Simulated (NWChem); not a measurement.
Species: trifluoroacetic acid (C₂HF₃O₂); SMILES O=C(O)C(F)(F)F

```xyz
8

O     -1.0822    -1.4804     0.0004
C      0.1269    -0.9367     0.0010
O      1.1653    -1.5253     0.0005
C      0.0174     0.5998     0.0003
F     -0.6564     1.0138     1.0696
F      1.2201     1.1412     0.0170
F     -0.6260     1.0130    -1.0881
H     -0.9697    -2.4443    -0.0007
```
Atoms are numbered in this order, from 1.

All runs: NWChem. Pople sets run with spherical d functions. Coordinates come from a PBE0/def2-SVP optimisation.

Question: Taking CAM-B3LYP/6-311++G** as the yardstick, which of these has the fewest basis functions while keeping “highest occupied level (eV)” within 0.2 eV of it: CAM-B3LYP/6-31G*; CAM-B3LYP/3-21G; CAM-B3LYP/6-311G**; CAM-B3LYP/STO-3G; CAM-B3LYP/6-31+G*?

Answer: CAM-B3LYP/6-31+G* (a larger set in the list lies outside the tolerance).
| level | basis functions | highest occupied level (eV) |
|---|---|---|
| CAM-B3LYP/STO-3G | 36 | -6.01 |
| CAM-B3LYP/3-21G | 65 | -10.00 |
| CAM-B3LYP/6-31G* | 100 | -10.23 |
| CAM-B3LYP/6-31+G* | 128 | -10.86 |
| CAM-B3LYP/6-311G** | 132 | -10.56 |
| CAM-B3LYP/6-311++G** | 161 | -10.92 |

The yardstick is one finite set, not the basis-set limit.
